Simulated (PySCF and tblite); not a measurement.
Results of a calculation; reference values are marked as such.
System: C₄H₂BrN₃, numbered as in [N:1]#[C:2][c:3]1[nH:4][n:5][cH:6][c:7]1[Br:8].

Geometries: PBE0-D3(BJ)/def2-SVP; energies: PBE0/pcSseg-1 + D3(BJ); zero-point and thermal terms from GFN2-xTB harmonic modes (soft modes blended into free rotors). Rate constants are transition-state-theory values, counting equivalent paths, without tunnelling. Programs: tblite and PySCF.

Tunnelling of the moving H, left out here, will speed the real process. In real samples such hydrogens mostly exchange between molecules or through solvent, far faster than by this path. Spin–orbit effects of heavy atoms on shieldings are missing.

How high is the barrier to the shift of H on N4 from N4 to N5, through which structure does it pass, and what rate follows at 298 K?

The electronic barrier is 52.3 kcal/mol and ΔG‡(298 K) 48.1 kcal/mol, over a C1 saddle with an imaginary mode of 1638i cm⁻¹ (GFN2-xTB). With 2 equivalent paths, k is 6.3×10⁻²³ s⁻¹. The end lies 0.2 kcal/mol below the start in free energy.
